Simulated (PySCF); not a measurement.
**Excitation energy of Mo by level of theory**

Mo [Kr] 4d5 5s1 (7S) → Mo [Kr] 4d4 5s1 6s1 (7D), as a difference of total energies. Computed with PySCF 2.14 in aug-cc-pVTZ-DK (9s8p6d3f2g, 102 functions), with scalar relativity by spin-free X2C-1e. Correlated levels: valence: [Kr] frozen. The calculations carry no spin-orbit coupling.

```json
{"method": "UHF", "excitation energy (cm⁻¹)": "43725"}
{"method": "MP2 (valence)", "excitation energy (cm⁻¹)": "49107"}
{"method": "SCS-MP2 (valence)", "excitation energy (cm⁻¹)": "45519"}
{"method": "CCSD (valence)", "excitation energy (cm⁻¹)": "48948"}
{"method": "CCSD(T) (valence)", "excitation energy (cm⁻¹)": "49192"}
```

A first-order spin-orbit estimate (lowest level to lowest level, LS coupling) adds -0.120 eV.

The promoted electron is Rydberg-like, and one or two diffuse shells describe it only roughly, which tends to raise the upper state.
